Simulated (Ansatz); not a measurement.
Stepwise reaction of `[OH][GaH][OH]` with hydrogen chloride, as a gas-phase model of exchange steps in deposition or etching. ΔE in kJ/mol; ΔG adds harmonic PBE0-D4 terms to CCSD(T)/CBS, at 1 bar.

Calculated with Ansatz (gas phase, PBE0-D4/def2-TZVP geometries, no zero-point term in ΔE). CBS: MP2 limit from def2 TZ/QZ plus the TZ coupled-cluster correction, frozen cores. This one scheme is used for every species. Functionals use def2-TZVPP. B3LYP here is the variant with VWN-RPA as its local correlation; programs differ in this. For Ga outer-core shells are correlated without core-valence functions, which leaves a few kJ/mol of doubt a bond. Scalar relativity is left out up to krypton. Each species was taken in one conformer, which may not be the lowest.

```
step                                       reaction  PBE-D4  B3LYP-D4  ωB97M-V  CCSD(T)/CBS  ΔG(500 K)
   1  `[OH][GaH][OH]` + HCl → `[OH][GaH][Cl]` + H₂O   -63.1     -63.1    -64.3        -63.1      -59.6
   2  `[OH][GaH][Cl]` + HCl → `[Cl][GaH][Cl]` + H₂O   -51.9     -52.9    -53.9        -53.6      -48.1
```

Problem. By hand: ΔE of the 2 steps together at CCSD(T)/CBS.

Solution. (-63.1) + (-53.6) = -116.7 kJ/mol, or -58.4 kJ/mol a step.

In ΔE each step is higher than the one before. All are downhill at CCSD(T)/CBS. ΔG lies between -59.6 and -48.1 kJ/mol a step. PBE-D4 differs from CCSD(T)/CBS by 0.0 to 1.7 kJ/mol a step. Isolated molecules leave out the surface, adducts and barriers. Largest T1 diagnostic: 0.015.
